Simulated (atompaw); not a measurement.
# How hard is this N (Z = 7) PAW (atompaw) potential?

atompaw 4.2.0.5 input, output lines left out:

```
N 7
GGA-PBE loggrid 1500 logderivrange -3 5 201
2 2 0 0 0 0
2 0 1.75
2 1 3.25
0 0 0
c
v
v
1
2.25 2.25 1.80 2.10
y
-0.9
n
y
1.2
n
custom polynom2 7 10 vanderbiltortho sinc
2 1 ultrasoft
2.25
2.25
2.25
2.25
```

The pseudo-atom Hamiltonian at the reference potential is diagonalised in spherical Bessel functions j_l(qr) that vanish at 20 bohr, with q² up to the cutoff. All-electron valence levels (Ry): 2s -1.3724, 2p -0.5294.

Problem. How do the lowest levels (Ry) of each channel move with the cutoff, and are there ghosts?

Solution.

```json
{"cutoff (Ry)": "8", "s #1": "-1.3707", "p #1": "-0.5186", "d #1": "0.0765", "d #2": "0.1798", "f #1": "0.1191", "f #2": "0.2580", "Σ f·Δε (mRy)": "38.0"}
{"cutoff (Ry)": "10", "s #1": "-1.3708", "p #1": "-0.5272", "d #1": "0.0765", "d #2": "0.1798", "f #1": "0.1191", "f #2": "0.2580", "Σ f·Δε (mRy)": "10.0"}
{"cutoff (Ry)": "12", "s #1": "-1.3713", "p #1": "-0.5279", "d #1": "0.0765", "d #2": "0.1797", "f #1": "0.1191", "f #2": "0.2580", "Σ f·Δε (mRy)": "6.9"}
{"cutoff (Ry)": "15", "s #1": "-1.3719", "p #1": "-0.5282", "d #1": "0.0765", "d #2": "0.1797", "f #1": "0.1191", "f #2": "0.2580", "Σ f·Δε (mRy)": "4.6"}
{"cutoff (Ry)": "18", "s #1": "-1.3724", "p #1": "-0.5288", "d #1": "0.0765", "d #2": "0.1797", "f #1": "0.1191", "f #2": "0.2580", "Σ f·Δε (mRy)": "2.1"}
{"cutoff (Ry)": "21", "s #1": "-1.3724", "p #1": "-0.5292", "d #1": "0.0765", "d #2": "0.1797", "f #1": "0.1191", "f #2": "0.2580", "Σ f·Δε (mRy)": "0.7"}
{"cutoff (Ry)": "25", "s #1": "-1.3724", "p #1": "-0.5293", "d #1": "0.0765", "d #2": "0.1797", "f #1": "0.1191", "f #2": "0.2580", "Σ f·Δε (mRy)": "0.1"}
{"cutoff (Ry)": "30", "s #1": "-1.3724", "p #1": "-0.5293", "d #1": "0.0765", "d #2": "0.1797", "f #1": "0.1191", "f #2": "0.2580", "Σ f·Δε (mRy)": "0.1"}
{"cutoff (Ry)": "400", "s #1": "-1.3724", "p #1": "-0.5294", "d #1": "0.0765", "d #2": "0.1797", "f #1": "0.1191", "f #2": "0.2580", "Σ f·Δε (mRy)": "0.0"}
```

Result: no extra level below or beside the all-electron valence levels (s, p, d, f tested); 10 mRy is reached at 12 Ry and 1 mRy at 21 Ry.
